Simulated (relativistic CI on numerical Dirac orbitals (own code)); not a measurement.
W6+: 5p photoemission

Computed with this model: Dirac-Coulomb-Breit CI, orbitals from a KLI potential per configuration, model QED, valence Slater integrals scaled by 0.8, multiplet model of photoemission in the sudden approximation; configurations [Xe] 4f14 → [Kr] 4d10 4f14 5s2 5p5; 300 K; Lorentzian 2.1 eV and Gaussian 0.6 eV FWHM. Energies are those of the free ion, without screening or charge transfer. The energies are binding energies and can lie tens of eV above those of solids. S is read from ⟨S²⟩ = S(S + 1).

free ion: ground-state S = 0.00, centroid 124.12 eV. Peaks (eV, height): 120.4 (100), 131.4 (51).

Strongest unbroadened transitions for free ion:

```json
{"Energy (eV)": "120.45", "Relative strength": "100.0"}
{"Energy (eV)": "131.46", "Relative strength": "50.0"}
```
